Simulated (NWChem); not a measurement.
System: CaF$_{2}$; SMILES [F][Ca][F]

Input file for NWChem:

```
start job
memory heap 200 mb stack 900 mb global 1100 mb
geometry units angstroms noautoz
  Ca     0.000000     0.000000     0.291113
  F      1.820394     0.000000    -0.465637
  F     -1.820394     0.000000    -0.465637
end
basis spherical
  Ca library 6-311++g**
  F library 6-311++g**
end
dft
  xc xcamb88 1.00 lyp 0.81 vwn_5 0.19 hfexch 1.00
  cam 0.33 cam_alpha 0.19 cam_beta 0.46
  iterations 150
  vectors input atomic output neutral.movecs
end
task dft energy
charge 1
dft
  odft
  mult 2
  vectors input atomic output cation.movecs
end
task dft energy
```

The geometry was optimised at PBE-D3(BJ)/def2-SVP.

Ions are spin-unrestricted doublets at the neutral geometry; other ion states weren't tried.

### Question
Predict the main results of this run. (CAM-B3LYP/6-311++G** (spherical d), vertical spin-unrestricted ions.) Quantities: basis functions; vertical ionisation energy, ΔSCF (eV); −ε(HOMO) (eV).

### Answer
The number of basis functions comes out as 87 and the vertical ionisation energy, ΔSCF (eV) is 12.03. The −ε(HOMO) (eV) is 10.60.
